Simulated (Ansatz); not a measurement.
Consider the redistribution: `C[S][Ga]([OH])[F]` + `[SH][Au]` → `[OH][Ga]([F])[SH]` + `C[S][Au]`.

Program: Ansatz. Geometries: PBE0-D4/def2-TZVP. ΔE: electronic, gas phase. CCSD(T)/CBS is the MP2 limit (def2-TZVPP, def2-QZVPP) plus CCSD(T) − MP2 in def2-TZVPP, frozen cores. DFT in def2-TZVPP. B3LYP here is the variant with VWN-RPA as its local correlation; programs differ in this. def2 core potentials past Kr. For Au, Ga outer-core shells are correlated without core-valence functions, which leaves a few kJ/mol of doubt a bond. Scalar relativity is left out up to krypton. One conformer a species, not always the lowest.

```csv
level,ΔE (kJ/mol),difference from CCSD(T)/CBS
PBE-D4,-4.8,-3.4
r2SCAN-D4,-4.9,-3.5
PBE0-D4,-1.3,0.1
B3LYP-D4,-1.7,-0.3
ωB97X-V,2.3,3.7
ωB97M-V,2.3,3.7
B2PLYP,-3.4,-2.0
PBE,-5.3,-3.9
r2SCAN,-5.1,-3.7
PBE0,-1.8,-0.4
B3LYP,-2.4,-1.0
HF/def2-TZVPP,6.8,8.2
MP2/def2-TZVPP,-5.6,-4.2
SCS-MP2/def2-TZVPP,-4.1,-2.7
CCSD/def2-TZVPP,-1.1,0.3
CCSD(T)/def2-TZVPP,-2.7,-1.3
HF/def2-QZVPP,6.8,8.2
MP2/def2-QZVPP,-4.8,-3.4
SCS-MP2/def2-QZVPP,-3.4,-2.0
HF/CBS(def2),6.8,8.2
MP2/CBS(def2),-4.2,-2.8
CCSD/CBS(def2),0.2,1.6
CCSD(T)/CBS,-1.4,0
```

Largest T1 diagnostic among the species: 0.025, so the coupled-cluster value is less sure than usual.

From PBE to PBE0 (25 % exact exchange), in def2-TZVPP and without D4, ΔE moves by +3.5 kJ/mol. In def2-TZVPP, CCSD(T) changes the Hartree–Fock value by −9.5 kJ/mol (the triples alone add −1.6 kJ/mol) and MP2 by −12.4 kJ/mol.

CCSD(T)/CBS has its own doubt, a few kJ/mol and more with outer-core shells, so smaller differences from it don't rank the levels.
